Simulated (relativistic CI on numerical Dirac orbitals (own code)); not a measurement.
Slater and spin-orbit integrals, Tl42+

Calculated at this level of theory: Dirac-Coulomb-Breit CI, separate exchange-only KLI orbitals for each configuration, a model potential for QED, unscaled Slater integrals (own radial code, finite nucleus).

Slater integrals F^k, G^k are unscaled and averaged over j, outside the closed core [Ar] 3d10; ζ comes from projecting the Hamiltonian with its Breit term on Σ l·s of the shell.

- 4s²4p⁶4d³: F^2(4d,4d) = 271070, F^4(4d,4d) = 184750, ζ(4d) = 97245 cm⁻¹; <r>(4d) = 0.3691, <r^2>(4d) = 0.1558 (bohr units).
- 4s²4p⁶4d²4f: F^2(4d,4d) = 270890, F^4(4d,4d) = 184620, ζ(4d) = 97137, F^2(4d,4f) = 273570, F^4(4d,4f) = 177780, G^1(4d,4f) = 272130, G^3(4d,4f) = 190700, G^5(4d,4f) = 141080, ζ(4f) = 18367 cm⁻¹; <r>(4d) = 0.3694, <r^2>(4d) = 0.1561, <r>(4f) = 0.3424, <r^2>(4f) = 0.1325 (bohr units).
- 4s²4p⁵4d⁴: ζ(4p) = 781940, F^2(4d,4d) = 271000, F^4(4d,4d) = 184700, F^2(4p,4d) = 271200, G^1(4p,4d) = 335000, G^3(4p,4d) = 214980, ζ(4d) = 96902 cm⁻¹; <r>(4p) = 0.3693, <r^2>(4p) = 0.1546, <r>(4d) = 0.3692, <r^2>(4d) = 0.1559 (bohr units).

Q: Give the Racah parameters of the d shell in 4s²4p⁶4d³.

A: B = F²/49 − 5F⁴/441 = 3437 cm⁻¹ and C = 35F⁴/441 = 14662 cm⁻¹.

Averages of the first 10 configurations, taken without configuration mixing, which lowers the lowest level and can move excited configurations by several eV; other configurations of the list can lie among them:

| Configuration | Parity | States | Average energy above the lowest level (eV) |
| --- | --- | --- | --- |
| 4s²4p⁶4d³ | even | 120 | 57.5 |
| 4s²4p⁶4d²4f | odd | 630 | 300.8 |
| 4s²4p⁵4d⁴ | odd | 1260 | 317.6 |
| 4s4p⁶4d⁴ | even | 420 | 546.9 |
| 4s4p⁶4d³4f | odd | 3360 | 787.8 |
| 4s²4p⁶4d²5s | even | 90 | 682.3 |
| 4s²4p⁶4d4f5s | odd | 280 | 925.0 |
| 4s²4p⁶4d²5p | odd | 270 | 780.5 |
| 4s²4p⁶4d²5d | even | 450 | 899.2 |
| 4s²4p⁵4d³5s | odd | 1440 | 940.3 |
